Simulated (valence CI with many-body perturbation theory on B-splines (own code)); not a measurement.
# Cs⁶⁺: calculated level list

Method: configuration interaction combined with many-body perturbation theory (CI+MBPT): three valence electrons over a frozen Dirac-Fock core [Kr] 4d10, radial functions for each j: 7 s, 7 p, 7 d, 7 f, 4 g, 2 h, with the one-electron correlation potential Σ1 (screened to all orders), the two-electron term Σ2, the three-electron term Σ3, Breit, model QED; selected single and double excitations, second order for the rest, scaled by the run's own slope (own B-spline code, finite nucleus).

Against 63 measured levels this calculation errs by 477 cm⁻¹ on average and by 1585 at most. These come from a selection out of Sansonetti, J. Phys. Chem. Ref. Data 38, 761 (2009). Levels without a partner in it may be off by more, other configurations by several thousand cm⁻¹. The list stops below the first excitations out of the core. 3 measured levels below the end of the list, from 384898 cm⁻¹ on, found no clear computed partner, and computed levels of the same name lie up to 2852 cm⁻¹ from them.

Levels 136 to 180 of 204, with energies above the lowest level, 5s2 5p 2P°_1/2. "Leading %" is the weight of the configuration and term that name the level; weights of strongly mixed levels are sums over their largest components and can fall short. Lifetimes count E1, E2, E3, M1 and M2 decay at the calculated energies, and are blank where another channel may lead or the interval is too uncertain; long ones can be off by a factor of two.

```tsv
No.	Configuration	Term	J	E (cm⁻¹)	Leading %	g	Second component	Lifetime
136	5p2 5d	4D	1/2	448870	77	0.134	16 % 5p2 5d 2P	116 ps
137	4f2 5s	2H	9/2	448890	92	0.921		2.12 ns
138	5s2 5g	2G	7/2	449370	75	0.926	8 % 4f2 5s 2G	77.7 ps
139	4f2 5s	2H	11/2	449550	98	1.091		60.8 ns
140	5s2 7p	2P°	1/2	450910	91	0.666	5 % 5s 5p 6s 2P°	229 ps
141	5s 5p 6p	4D	7/2	452300	56	1.313	31 % 4f2 5s 2F	256 ps
142	4f2 5s	2F	5/2	452460	62	1.005	22 % 4f2 5s 2D	1.10 ns
143	5p2 5d	4F	9/2	452870	61	1.253	18 % 5p2 5d 2G	179 ps
144	4f2 5s	2D	5/2	452910	41	1.181	26 % 4f2 5s 2F	557 ps
145	4f2 5s	2D	3/2	453370	45	1.205	19 % 5s 5p 6p 4S	238 ps
146	4f2 5s	2F	7/2	453690	58	1.216	25 % 5s 5p 6p 4D	349 ps
147	5s2 7p	2P°	3/2	453960	93	1.334		245 ps
148	4f2 5s	4P	1/2	454460	96	2.662		1.59 ns
149	4f2 5s	4P	3/2	454550	65	1.501	17 % 4f2 5s 2D	615 ps
150	4f2 5s	4P	5/2	454860	74	1.522	8 % 5s 5p 6p 2D	485 ps
151	5p2 5d	4D	3/2	455220	32	1.225	22 % 4f2 5s 2D	142 ps
152	5p2 5d	4D	5/2	455390	45	1.271	12 % 5p2 5d 4F	104 ps
153	5s 5p 6p	4S	3/2	456040	37	1.570	18 % 5s 5p 6p 2P	130 ps
154	4f2 5s	2I	13/2	457410	99	1.077		184 ns
155	4f2 5s	2I	11/2	457410	98	0.923		172 ns
156	5s 5p 6p	2D	5/2	458590	52	1.310	15 % 5s 5p 6p 4P	135 ps
157	4f 5p2	2F°	7/2	460120	83	1.141		134 ps
158	4f 5p2	2F°	5/2	461070	87	0.858		135 ps
159	5s 5p 6p	2S	1/2	461360	55	1.740	12 % 4f2 5s 2S	212 ps
160	4f2 5s	2P	1/2	462250	42	1.004	19 % 5p2 5d 2P	127 ps
161	4f 5s 5d	4F°	3/2	463080	97	0.407		65.3 ps
162	4f 5s 5d	4H°	7/2	463300	95	0.675		67.9 ps
163	5p2 5d	2G	7/2	463320	56	1.005	10 % 5p2 5d 4D	181 ps
164	4f 5s 5d	4F°	5/2	463450	95	1.022		65.8 ps
165	4f2 5s	2P	3/2	463650	58	1.321	10 % 5p2 5d 4P	112 ps
166	4f 5s 5d	4F°	7/2	463950	92	1.224		66.5 ps
167	4f 5s 5d	4H°	9/2	464240	94	0.980		70.1 ps
168	4f 5s 5d	4F°	9/2	464530	86	1.305	6 % 4f 5s 5d 2G°	67.5 ps
169	5p2 5d	4P	5/2	465260	49	1.427	25 % 5p2 5d 2D	37.0 ps
170	4f 5s 5d	4H°	11/2	465430	97	1.135		73.5 ps
171	4f2 5s	2P	1/2	466460	38	1.013	28 % 5p2 5d 2P	93.4 ps
172	4f 5s 5d	4G°	5/2	466850	95	0.582		66.6 ps
173	4f 5s 5d	4H°	13/2	466880	99	1.231		78.7 ps
174	4f 5s 5d	2G°	7/2	467350	49	0.948	42 % 4f 5s 5d 4G°	67.7 ps
175	5p2 5d	4D	7/2	467740	50	1.278	25 % 5p2 5d 2F	161 ps
176	4f 5s 5d	4G°	7/2	467760	51	0.935	43 % 4f 5s 5d 2G°	71.2 ps
177	5p2 5d	4P	3/2	468000	41	1.410	30 % 4f2 5s 2P	47.0 ps
178	4f 5s 5d	2G°	9/2	468050	66	1.147	20 % 4f 5s 5d 4G°	71.2 ps
179	4f 5s 5d	4G°	9/2	468550	72	1.153	22 % 4f 5s 5d 2G°	73.9 ps
180	4f 5s 5d	4G°	11/2	469280	96	1.270		74.3 ps
```

Names give the largest LS component (configuration and term), which can be under half, so a name can repeat, a term be missing and a line seem to break the LS rules; names also repeat where a configuration has a term twice.

Where two levels of one J and parity lie close, their mixing, g and order are uncertain.
